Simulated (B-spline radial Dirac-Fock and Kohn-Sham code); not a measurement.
# The free phosphorus atom: differential elastic cross section for positrons at 1.9 keV

Level of theory: relativistic (Dirac) partial waves in the static field of the Dirac-Fock atom, without polarisation or absorption potentials; a radial finite-basis atomic code.

| θ (°) | dσ/dΩ (a₀²/sr) |
| --- | --- |
| 0 | 81.1 |
| 10 | 5.40 |
| 20 | 0.608 |
| 30 | 0.171 |
| 40 | 0.0686 |
| 50 | 0.0339 |
| 60 | 0.0192 |
| 70 | 0.0119 |
| 80 | 0.00796 |
| 90 | 0.00565 |
| 100 | 0.00423 |
| 110 | 0.00331 |
| 120 | 0.00269 |
| 130 | 0.00227 |
| 140 | 0.00199 |
| 150 | 0.00179 |
| 160 | 0.00167 |
| 170 | 0.00160 |
| 180 | 0.00157 |

The total elastic cross section is 2.92 a₀², the first transport cross section 0.118 a₀² and the second, weighted with (3/2) sin²θ, 0.256 a₀². The mean deflection is ⟨1 − cos θ⟩ = 0.0404, and 0.64 % of the collisions scatter beyond 90°.

Values without a named source are computed, but for edge energies of neutral atoms, which are taken from tables.
